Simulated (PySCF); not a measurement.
Species: C₆H₇BN₂.
Numbering: `[N:1]#[C:2][BH2-:3][n+:4]1[cH:5][cH:6][cH:7][cH:8][cH:9]1` (hydrogens: H10, H11 on B3; H12 on C5; H13 on C6; H14 on C7; H15 on C8; H16 on C9)

Structure used (PBE0-D3(BJ)/def2-SVP), in Å, numbered top down from 1:
```
atom  x, y, z in Å
N1    -3.0138   -2.0073    0.0996
C2    -2.5495   -0.9432    0.1334
B3    -1.8363    0.4574    0.1832
N4    -0.2550    0.2177    0.3082
C5     0.3011   -1.0003    0.3198
C6     1.6763   -1.1715    0.4247
C7     2.4932   -0.0512    0.5200
C8     1.9018    1.2125    0.5071
C9     0.5256    1.3068    0.4004
H10   -2.1664    1.1014    1.1660
H11   -2.0086    1.0904   -0.8463
H12   -0.3937   -1.8400    0.2427
H13    2.0884   -2.1816    0.4309
H14    3.5771   -0.1566    0.6035
H15    2.4990    2.1225    0.5794
H16   -0.0003    2.2630    0.3852
```

All values: PBE0/pcSseg-1 and wB97X-D/def2-SVPD (PySCF, non-relativistic), on one gas-phase PBE0-D3(BJ)/def2-SVP geometry that isn't relaxed in the solvent. The solvent is an IEF-PCM continuum (Bondi radii, 1.10 Å for H, scaled by 1.2). Only the electrostatic response of the medium enters.

Gas phase at PBE0/pcSseg-1: HOMO -7.75 eV, LUMO -2.47 eV, dipole 9.17 D.

What does the continuum do to the energy, the frontier levels and the dipole at PBE0/pcSseg-1 in methanol and dimethylsulfoxide?

```
          solvent      ε  E(solvent) − E(gas) (kJ/mol)  polarisation term (kJ/mol)  distortion of the solute (kJ/mol)  HOMO (eV)  LUMO (eV)  dipole (D)
         methanol  32.61                        -53.91                      -64.07                              10.16      -8.09      -1.87       11.36
dimethylsulfoxide  46.83                        -54.66                      -65.10                              10.44      -8.09      -1.86       11.39
```

The first energy column is the sum of the next two and covers electrostatics alone. From methanol to dimethylsulfoxide the lowering changes by a factor 1.01, Onsager's factor (ε − 1)/(2ε + 1) by 1.01 and ε itself by 1.4.

Which radius a makes the point-dipole formula ΔE = −[(ε − 1)/(2ε + 1)]·μ²/a³ give the value in dimethylsulfoxide, with the gas-phase dipole?

μ = 3.607 au and |ΔE| = 0.02082 Eh give a = 3.55 Å; the farthest nucleus lies 3.79 Å from the centroid of the nuclei, so such a sphere wouldn't even hold the nuclei. The formula assumes a rigid point dipole at the centre of a sphere.

Give the dipole vector in the frame of the coordinates (D, pointing from negative to positive charge), gas and dimethylsulfoxide.

Gas (8.78, 2.56, 0.67), solvent (10.89, 3.23, 0.84). Its length changes by +24 % and its direction by less than 1°.

Which Hirshfeld charges (PBE0/pcSseg-1) respond most in dimethylsulfoxide (means over atoms taken as equivalent)?

| atoms | environment | gas (e) | solvent (e) | change |
| --- | --- | --- | --- | --- |
| N1 | cyano nitrogen | -0.261 | -0.316 | -0.055 |
| H14 | aromatic hydrogen | +0.072 | +0.086 | +0.014 |
| C7 | aromatic CH carbon | -0.006 | +0.007 | +0.013 |
| H13/H15 | aromatic hydrogen | +0.072 | +0.084 | +0.012 |
| N4 | nitrogen bonded to B and 2 C | +0.019 | +0.009 | -0.010 |
| C2 | cyano carbon | -0.006 | +0.003 | +0.009 |
| C6/C8 | aromatic CH carbon | -0.030 | -0.021 | +0.009 |
| H10/H11 | B–H hydrogen | -0.079 | -0.085 | -0.006 |
| B3 | four-coordinate boron | -0.024 | -0.027 | -0.003 |
| H12/H16 | aromatic hydrogen | +0.076 | +0.078 | +0.002 |
| C5/C9 | aromatic CH next to a ring nitrogen | +0.064 | +0.063 | -0.001 |

Which Mayer bond orders change most in dimethylsulfoxide?

| bond | length (Å) | gas | solvent | change |
| --- | --- | --- | --- | --- |
| B3–N4 | 1.604 | 0.568 | 0.610 | +0.042 |
| N4–C5 | 1.339 | 1.303 | 1.283 | -0.020 |
| C9–N4 | 1.343 | 1.296 | 1.278 | -0.018 |
| N1–C2 | 1.161 | 2.918 | 2.935 | +0.017 |
| C5–C6 | 1.390 | 1.398 | 1.412 | +0.014 |
| C6–C7 | 1.390 | 1.427 | 1.419 | -0.008 |
| C8–C9 | 1.384 | 1.444 | 1.451 | +0.007 |
| C2–B3 | 1.572 | 0.872 | 0.865 | -0.007 |

How do the nuclear quadrupole coupling constants eQVzz/h respond in dimethylsulfoxide?

```tsv
nucleus	Q (barn)	gas (MHz)	solvent (MHz)	η gas	η solvent
14N at N1	0.02044	-4.89	-4.52	0.20	0.19
11B at B3	0.04059	2.00	1.77	0.54	0.68
14N at N4	0.02044	-2.13	-1.67	0.08	0.10
```

Gas phase at wB97X-D/def2-SVPD: HOMO -9.63 eV, LUMO -0.74 eV, dipole 9.25 D.

What does the continuum do to the energy, the frontier levels and the dipole at wB97X-D/def2-SVPD in dimethylsulfoxide?

```
          solvent      ε  E(solvent) − E(gas) (kJ/mol)  polarisation term (kJ/mol)  distortion of the solute (kJ/mol)  HOMO (eV)  LUMO (eV)  dipole (D)
dimethylsulfoxide  46.83                        -55.36                      -66.72                              11.36      -9.92      -0.12       11.63
```

The atom shares or the degeneracy of the HOMO differ from the gas phase in dimethylsulfoxide, so that column needn't follow one orbital.

How does the static polarisability (wB97X-D/def2-SVPD, frozen core, with the continuum's full static response) change?

| medium | isotropic (au) | principal values (au) | ⟨r²⟩ of the electrons (bohr²) |
| --- | --- | --- | --- |
| gas | 94.5 | 60.8, 102.3, 120.5 | 1270.0 |
| dimethylsulfoxide | 129.0 | 84.8, 144.1, 158.1 | 1271.1 |

The isotropic value in dimethylsulfoxide is 1.37 times the gas-phase one; no cavity-field correction is applied. ⟨r²⟩ is taken about the centre of nuclear charge.

Note: wB97X-D ran without an empirical dispersion term, which enters the total energy and its gradient alone.
